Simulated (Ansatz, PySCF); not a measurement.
Gas-phase reaction R1 + 2 R2 + R3 → 3 P1 + P2, each structure at its B3LYP-D3(BJ)/def2-TZVP stationary point, reached from a drawn start (curvature not checked).
P1: H2 (SMILES [H][H]), charge 0, multiplicity 1.
R1: HCl (SMILES Cl), charge 0, multiplicity 1.
R2: HF (SMILES F), charge 0, multiplicity 1.
R3: SiH4 (SMILES [SiH4]), charge 0, multiplicity 1.
P2, ClF2HSi (SMILES F[SiH](F)Cl) (charge 0, multiplicity 1):
```tsv
atom	x (Å)	y (Å)	z (Å)
Si	-0.0829	0.0043	0.0570
F	-0.8215	-1.2105	-0.6383
F	-0.6497	1.3379	-0.5792
Cl	1.9045	-0.1207	-0.3314
H	-0.3504	-0.0109	1.4918
```

P less R. No zero-point or thermal terms.

Frozen-core correlation throughout.

The values were computed with Ansatz (a quantum-chemistry and plane-wave program) with Gaussian orbitals; PySCF for the D3/D4 terms. All values are computed, each at the level named.

Total energies in hartree:

```tsv
structure	PBE/def2-TZVPP	B3LYP-D3(BJ)/def2-TZVPP	CCSD(T)/cc-pV(Q+d)Z
P1	-1.166122	-1.180145	-1.173794
R1	-460.627412	-460.836834	-460.363836
R2	-100.393473	-100.492903	-100.373106
R3	-291.721620	-291.920350	-291.452235
P2	-949.754221	-950.325841	-949.166426
```

Task: Work out the reaction energy at each level in kcal/mol (1 hartree = 627.50947 kcal/mol), and say how far PBE/def2-TZVPP lies from CCSD(T)/cc-pV(Q+d)Z.

Result: 
- PBE/def2-TZVPP: 3 × (-1.166122) + (-949.754221) − (-460.627412) − (-291.721620) − 2 × (-100.393473) = -0.116609 hartree = -73.17 kcal/mol
- B3LYP-D3(BJ)/def2-TZVPP: 3 × (-1.180145) + (-950.325841) − (-460.836834) − (-291.920350) − 2 × (-100.492903) = -0.123286 hartree = -77.36 kcal/mol
- CCSD(T)/cc-pV(Q+d)Z: 3 × (-1.173794) + (-949.166426) − (-460.363836) − (-291.452235) − 2 × (-100.373106) = -0.125525 hartree = -78.77 kcal/mol
PBE/def2-TZVPP less CCSD(T)/cc-pV(Q+d)Z: 5.60 kcal/mol. CCSD(T)/cc-pV(Q+d)Z is the level counted from, the highest shown, and no exact or measured value.
